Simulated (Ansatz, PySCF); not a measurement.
Process, species as SMILES: Cl[SiH2][SiH2]Cl -> Cl[SiH-][SiH2]Cl + H+
Geometries: B3LYP-D3(BJ)/def2-TZVP minima from Ansatz (an electronic-structure program), one conformer each, not searched for the lowest.
Geometry of the first species:
```xyz
8

Cl     2.0009     1.7397     0.3442
Si     1.1631    -0.1296     0.0036
Si    -1.1630     0.1307    -0.0104
Cl    -2.0010    -1.7409    -0.3372
H      1.5975    -1.0383     1.0857
H      1.6573    -0.6309    -1.2963
H     -1.5981     1.0316    -1.0988
H     -1.6562     0.6414     1.2863
```

Property: gas-phase deprotonation energy (0 K, with B3LYP-D3(BJ) harmonic zero-point energies from PySCF), in kcal/mol. Valence correlation only, unless marked. No spin-orbit coupling. Non-relativistic. Anions need diffuse functions: aug- sets have them; def2-D sets add few; the other sets have none. CBS marks a two-point X^-3 extrapolation of the correlation energy; Hartree-Fock from the larger set. The bracket is a focal-point correction in the basis named.

```csv
level,program,gas-phase deprotonation energy (kcal/mol)
HF/aug-cc-pV(T+d)Z,Ansatz,351.9
HF/cc-pwCVTZ,Ansatz,353.5
PBE-D4/def2-TZVPD,Ansatz + dftd4,337.7
RPA@PBE/cc-pV(T+d)Z,Ansatz,350.2
MP2/STO-3G,Ansatz,432.8
MP2/aug-cc-pV(D+d)Z,Ansatz,340.1
SCS-MP2/STO-3G,Ansatz,433.6
CCSD(T)/aug-cc-pV(T+d)Z,Ansatz,343.3
"RI-MP2/CBS(aug-cc-pV(T+d)Z,aug-cc-pV(Q+d)Z)+[CCSD(T)-MP2]/aug-cc-pV(T+d)Z",Ansatz,344.0
"CCSD(T)/CBS(aug-cc-pV(T+d)Z,aug-cc-pV(Q+d)Z)",Ansatz,344.2
```
